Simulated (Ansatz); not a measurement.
# Counterpoise correction, worked out

The pair of Cl⁻ (SMILES [Cl-], atom 1) and SiH4O (SMILES [SiH3]O, atoms 2–7), both closed shells, in one local arrangement (a lower one may exist), relaxed at PBE0-D4/def2-TZVPD:

Cl1  (-1.037, -2.741, -0.435)
Si2  (0.383, 0.720, -0.016)
O3  (-0.743, -0.089, 0.819)
H4  (0.041, 0.969, -1.451)
H5  (0.531, 2.067, 0.623)
H6  (1.742, 0.095, -0.002)
H7  (-0.918, -1.020, 0.463)
(Å)

Ansatz 0.2.0; basis: def2-TZVPPD; cores frozen in the correlated methods.

CCSD(T) total energies in eV:

| system | geometry | basis functions | energy |
| --- | --- | --- | --- |
| pair | pair | all | -22488.95608 |
| Cl⁻ | as in the pair | all (partner as ghosts) | -12511.65980 |
| SiH4O | as in the pair | all (partner as ghosts) | -9976.28702 |
| Cl⁻ | as in the pair | its own | -12511.60949 |
| SiH4O | as in the pair | its own | -9976.27931 |
| Cl⁻ | free (PBE0-D4 minimum) | its own | -12511.60949 |
| SiH4O | free (PBE0-D4 minimum) | its own | -9976.40585 |

Task: Work out the interaction energy with and without the counterpoise correction, the superposition error, and the binding energy from the relaxed fragments.

Result: Without correction: -22488.95608 − (-12511.60949) − (-9976.27931) = -1.06728 eV.
With correction (each fragment in the whole basis): -22488.95608 − (-12511.65980) − (-9976.28702) = -1.00926 eV = -23.27 kcal/mol.
The superposition error is the difference, 0.05802 eV, 5 % of the uncorrected value: each fragment borrows its partner's functions.
Deformation from the free shapes: 0.00000 eV for Cl⁻ and 0.12654 eV for SiH4O.
Binding energy from relaxed fragments: -1.00926 + 0.00000 + 0.12654 = -0.88272 eV = -20.36 kcal/mol (electronic, without zero-point energy; negative means bound). For comparison, the corrected interaction energy by CCSD(T) at an estimated basis limit (MP2 extrapolated from triple and quadruple zeta, plus CCSD(T) − MP2 in triple zeta) is -1.058 eV; triple zeta with the correction binds less.

T1 diagnostic: at most 0.012.

For scale, one of the runs: CCSD(T)/def2-TZVPPD, 207 basis functions, launched by `ansatz run in.yaml --threads 2 --pin off --events-out ev --progress --plain --max-ram 5222MiB`. Time: 2.4 min of wall clock on 2 CPU threads; the host was shared. Peak host memory: 2.6 GiB.
